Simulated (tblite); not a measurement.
C₄H₈NSi₂ (doublet state).
SMILES with atom numbers: `[C:1]#[C:2][SiH2:3][Si@@H:4]([NH2:5])[CH:6]=[CH2:7]` (hydrogens: H8, H9 on Si3; H10 on Si4; H11, H12 on N5; H13 on C6; H14, H15 on C7)

The geometry is computed with GFN2-xTB (gas phase). This method treats the open shell by occupation alone, without spin polarisation.

**Question.** Give the optimised bond lengths and angles.

**Answer.** 
```
          bond  length (bohr)
         C1≡C2          2.283
        C2–Si3          3.500
       Si3–Si4          4.417
        Si4–N5          3.261
        Si4–C6          3.552
         C6=C7          2.501
        Si3–H8          2.785
        Si3–H9          2.778
       Si4–H10          2.792
N5–H11, N5–H12          1.903
        C6–H13          2.046
        C7–H14          2.037
        C7–H15          2.041
```

Bonds in one row agree within 0.02 bohr and their mean is given. A selection of angles:
```
      angle  degrees
  C1–C2–Si3    167.5
 C2–Si3–Si4    101.3
  C2–Si3–H8    110.8
  C2–Si3–H9    111.0
 Si4–Si3–H8    112.6
 Si4–Si3–H9    115.1
  H8–Si3–H9    106.2
 Si3–Si4–N5    103.0
 Si3–Si4–C6    111.8
Si3–Si4–H10    113.2
  N5–Si4–C6    107.0
 N5–Si4–H10    114.4
 C6–Si4–H10    107.5
 Si4–N5–H11    119.8
 H11–N5–H12    109.6
  Si4–C6–C7    125.0
 Si4–C6–H13    116.4
  C7–C6–H13    118.6
  C6–C7–H14    121.4
  C6–C7–H15    122.7
 H14–C7–H15    115.8
```

Dihedral angles: C2–Si3–Si4–N5 178° (antiperiplanar); Si3–Si4–C6–C7 -93° (anticlinal).

C6 (carbon bonded to C, Si and H) is planar (angles 125.0°, 118.6° and 116.4°, sum 360.0°, 0.01 Å off the plane of its three neighbours). Si4 (silicon bonded to C, N, Si and H) is distorted tetrahedral (angles from 103.0° to 114.4°). The C–C distances run from 1.208 Å (C1≡C2, drawn triple) to 1.324 Å (C6=C7, drawn double), a spread of 0.116 Å. Of the pairs four or more bonds apart, N5···H14 is among the closest relative to their van der Waals radii: 2.81 Å, 102 % of the sum of Bondi's values. N5 (nitrogen bonded to Si and 2 H) has angles 119.8°, 118.8° and 109.6°, sum 348.2°, 0.24 Å off the plane of its three neighbours. C7 (carbon bonded to C and 2 H) is planar (angles 122.7°, 121.4° and 115.8°, sum 360.0°, 0.00 Å off the plane of its three neighbours). The 2 C–Si bonds span 1.852 Å (C2–Si3, drawn single) to 1.880 Å (Si4–C6, drawn single), a spread of 0.028 Å.

Point group: C1 (no symmetry element, even within 0.4 Å). Its lowest GFN2-xTB frequency is 10 cm⁻¹, too small to tell a flat minimum from a shallow saddle. Torsions: C2–Si3–Si4–N5 178°, Si3–Si4–N5–H -56° and 165°, Si3–Si4–C6–C7 -93°. 3 starts were optimised and ended at 0.00, 0.22 and 0.38 kcal/mol (GFN2-xTB); the lowest of these is shown.

Hardware: Intel Xeon at 2.60 GHz, one thread, no GPU, shared host with 96 logical CPUs at a one-minute load of 13. Cost: 0.84 s of wall time. These figures are those of the optimisation.

One conformer stands for the species.
